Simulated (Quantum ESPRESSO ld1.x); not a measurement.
Q: The mean radii <r> (bohr) of the occupied orbitals of an atom or ion are listed with their occupations. Method: scalar-relativistic Kohn-Sham, PBEsol, spin-unpolarised, spherical densities, point nucleus; computed with ld1.x of Quantum ESPRESSO 7.5.

orbital  occ.      <r>
1s          2  0.01579
2s          2  0.06647
2p          6  0.06055
3s          2   0.1716
3p          6   0.1738
3d         10   0.1575
4s          2   0.3771
4p          6   0.4027
4d         10   0.4226
5s          2   0.8305
4f         14   0.4410
5p          6   0.9475
5d         10    1.227
6s          1    2.105
6p          3    2.800
7s          1    6.270

Name the element and its charge.

A: Z = 83, bismuth, charge 0: Bi in [Xe] 4f14 5d10 6s1 6p3 7s1. The 1s radius gives Z: for a bare nucleus <r> = (2 gamma + 1)/(2Z) with gamma = sqrt(1 - (Z/c)^2), 0.01561 bohr for Z = 83, and screening makes it slightly larger (0.01579 here). The occupations add up to 83, and the charge is Z minus that.
